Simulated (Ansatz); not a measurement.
Basis-set extrapolation for `BC(O)C(=C)N` (PBE0-D4/def2-TZVP geometry, frozen core, Ansatz). Multiplicity 1, RHF reference.

```tsv
	def2-TZVPP	def2-QZVPP
HF	-272.316725	-272.329259
MP2 correlation	-1.045816	-1.118461
CCSD(T) correlation	-1.134258	not run
```

Energies in hartree. Use E(X) = E(∞) + A·exp(−7.88·√X) for Hartree–Fock and E(X) = E(∞) + B·X^(−2.97) for correlation, with X = 3 and 4, and add CCSD(T) minus MP2 of the smaller set to the MP2 limit.

Question: What is the CCSD(T) energy at the basis-set limit?

Answer: HF limit: -272.329259 + (-0.012534) × 0.13774 = -272.33099. MP2 limit: -1.118461 + (-0.072645) × 0.74074 = -1.17227. Higher-order term: -1.134258 − (-1.045816) = -0.08844. Total: -273.59170 hartree, 3.83 eV below CCSD(T)/def2-TZVPP.
